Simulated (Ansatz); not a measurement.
Total energies of Cu4O⁺ from Ansatz at PBE-D4/def2-TZVP, gas phase (1 Eh = 27.2114 eV = 2625.5 kJ/mol). The reference geometry is relaxed at B3LYP-D4/def2-SVP.

```xyz
5

O     0.5054   -0.9599    0.6540
Cu    0.6874   -0.6841   -1.2016
Cu   -0.7121    1.3519   -0.9209
Cu    0.8544    0.8687    0.9488
Cu   -1.3351   -0.5767    0.5197
```

```tsv
state	geometry	energy (Eh)
charge 1 doublet	reference	-6636.14040
charge 0 singlet	reference	-6636.37832
charge 1 quartet	relaxed at B3LYP-D4/def2-SVP	-6636.06608
```

**Question.** Work out the vertical electron affinity, to the singlet.

**Answer.** E(charge 1 doublet) − E(charge 0 singlet) = -6636.14040 − (-6636.37832) = 0.23792 Eh = 6.47 eV.

**Question.** Which of the charge 1 states is lowest, and how far above it are the others?

**Answer.** The doublet. quartet: -6636.06608 − (-6636.14040) = 0.07432 Eh = 195.1 kJ/mol.

At PBE-D4/def2-TZVP the gap within one spin of the charge 1 quartet nearly closes, so an electron or hole may be smeared out by delocalisation error. 

The structure comes from a short search, and lower isomers may exist.
